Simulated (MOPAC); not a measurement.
MOPAC input (MNDO):

```
MNDO PRECISE GNORM=0.05 LET XYZ CHARGE=-1 GEO-OK AUX(PRECISION=9) THREADS=1
H3Pb

Pb    0.02234000 1    0.02121000 1    0.02109400 1
H     0.64612200 1   -1.25899200 1   -1.22459100 1
H    -1.22547300 1    0.71061000 1   -1.22286800 1
H    -1.25255400 1   -1.19085500 1    0.71772500 1
```

From the output:

```
                                                       MOPAC v23.2.5 Linux

          FINAL HEAT OF FORMATION =         -9.03830 KCAL/MOL =     -37.81624 KJ/MOL

          COSMO AREA              =         75.53 SQUARE ANGSTROMS
          COSMO VOLUME            =         59.78 CUBIC ANGSTROMS

          GRADIENT NORM           =          0.04808          =       0.02404 PER ATOM
          IONIZATION POTENTIAL    =          3.916007 EV
          HOMO LUMO ENERGIES (EV) =         -3.916  7.887
          NO. OF FILLED LEVELS    =          4
          MOLECULAR WEIGHT        =        210.2237         POINT GROUP:  C3v

          MOLECULAR DIMENSIONS (Angstroms)

            Atom       Atom       Distance
            H     4    H     2     2.44895
            H     3    H     2     2.12085
           Pb     1    H     3     0.93339

          SCF CALCULATIONS        =          9

   ATOM   CHEMICAL          X               Y               Z
  NUMBER   SYMBOL      (ANGSTROMS)     (ANGSTROMS)     (ANGSTROMS)

     1      Pb          0.00945539  *   0.00897715  *   0.00892798  *
     2       H          0.58370401  *  -1.13350985  *  -1.10250972  *
     3       H         -1.10323078  *   0.64176203  *  -1.10095683  *
     4       H         -1.12763977  *  -1.07209560  *   0.64816798  *

                             CARTESIAN COORDINATES

   1   Pb        0.009455393     0.008977153     0.008927980
   2    H        0.583704005    -1.133509846    -1.102509719
   3    H       -1.103230776     0.641762030    -1.100956830
   4    H       -1.127639770    -1.072095605     0.648167977

           Empirical Formula: H3 Pb  =     4 atoms

      MOLECULAR POINT GROUP   :   C3v

                  EIGENVALUES
 -18.01399  -5.13780  -5.13780  -3.91601   7.88716   7.88716   8.35687

              NET ATOMIC CHARGES AND DIPOLE CONTRIBUTIONS

  ATOM NO.   TYPE          CHARGE      No. of ELECS.   s-Pop       p-Pop
    1         Pb          -0.054287        4.0543     1.88728     2.16700
    2          H          -0.315238        1.3152     1.31524
    3          H          -0.315238        1.3152     1.31524
    4          H          -0.315238        1.3152     1.31524
 DIPOLE           X         Y         Z       TOTAL
 POINT-CHG.     2.498     2.372     2.359     4.175
 HYBRID        -1.690    -1.604    -1.595     2.824
 SUM            0.809     0.768     0.764     1.352

          ATOMIC ORBITAL ELECTRON POPULATIONS

     Atom    s        px        py        pz
    1 Pb   1.88728   0.72760   0.72008   0.71933
    2  H   1.31524
    3  H   1.31524
    4  H   1.31524

 **********************
 *                    *
 * JOB ENDED NORMALLY *
 *                    *
 **********************

 == MOPAC DONE ==
```

The dipole moment of an ion depends on the origin.

The geometry given is a B3LYP-D3(BJ)/def2-TZVP minimum.
